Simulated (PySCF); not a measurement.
A side-by-side comparison of computed properties.

First species: C₅H₆ClOP.
SMILES: `o1c(CC)c(Cl)pc1`

Second species: C₄H₇FO₂S.
SMILES with atom numbers: `[CH3:1][O:2][C@@H:3]1[C@@H:4]([F:5])[CH2:6][S@@:7]1=[O:8]` (hydrogens: H9, H10, H11 on C1; H12 on C3; H13 on C4; H14, H15 on C6)

Levels: B3LYP/def2-SVPD for dipole moment, HOMO energy, LUMO energy, HOMO–LUMO gap, static isotropic polarisability and electronic spatial extent ⟨r²⟩ about the centre of nuclear charge; TDDFT B3LYP/def2-SVPD for lowest singlet excitation; TDA B3LYP/def2-SVPD for lowest triplet excitation (Tamm–Dancoff); GFN2-xTB for rotational constant A and rotational constant C. Geometries: GFN2-xTB. Each structure is a single optimised conformer of the isolated species, non-relativistic unless stated. Electronic properties by PySCF.

The conformers computed, where there is a choice (atom-mapped SMILES and torsion angles):
- `[CH3:1][CH2:2][c:3]1[o:4][cH:5][p:6][c:7]1[Cl:8]`: C1–C2–C3–O4 -90°
- `[CH3:1][O:2][C@@H:3]1[C@@H:4]([F:5])[CH2:6][S@@:7]1=[O:8]`: C1–O2–C3–C4 176°

```csv
property,column X,column Y
dipole moment,2.41 D,1.99 D
HOMO energy,-6.65 eV,-6.65 eV
LUMO energy,-0.48 eV,-1.28 eV
HOMO–LUMO gap,6.17 eV,5.37 eV
lowest singlet excitation,5.06 eV,4.88 eV
lowest triplet excitation (Tamm–Dancoff),4.36 eV,3.26 eV
static isotropic polarisability,77.3 au,98.4 au
electronic spatial extent ⟨r²⟩ about the centre of nuclear charge,1111 bohr²,1331 bohr²
rotational constant A,2.104 GHz,1.773 GHz
rotational constant C,1.052 GHz,0.846 GHz
```

Problem. Which column belongs to which species?

Solution. Column X is the second species and column Y the first. The first has 14 atoms and 76 electrons, the second 15 and 72.

Problem. How does each property change from the first species to the second?

Solution. dipole moment +0.42 D; HOMO energy 0.00 eV; LUMO energy +0.80 eV; HOMO–LUMO gap +0.80 eV; lowest singlet excitation +0.18 eV; lowest triplet excitation (Tamm–Dancoff) +1.10 eV; static isotropic polarisability -21.1 au; electronic spatial extent ⟨r²⟩ about the centre of nuclear charge -220 bohr²; rotational constant A +0.331 GHz; rotational constant C +0.206 GHz.

On the first: The vertical singlet–triplet gap S1 − T1 is 1.62 eV (TDDFT singlet less Tamm–Dancoff triplet; S1: HOMO→LUMO, weight 0.76; T1: HOMO→LUMO, weight 0.83). The 8 singlets span 4.88 to 6.37 eV, and their oscillator strengths add up to 0.38.

On the second: No computed singlet falls in the visible range (750 to 380 nm, 1.65 to 3.26 eV); S1 lies 1.80 eV above its blue end. The vertical singlet–triplet gap S1 − T1 is 0.70 eV (TDDFT singlet less Tamm–Dancoff triplet; S1: HOMO→LUMO, weight 0.89; T1: HOMO→LUMO, weight 0.74).
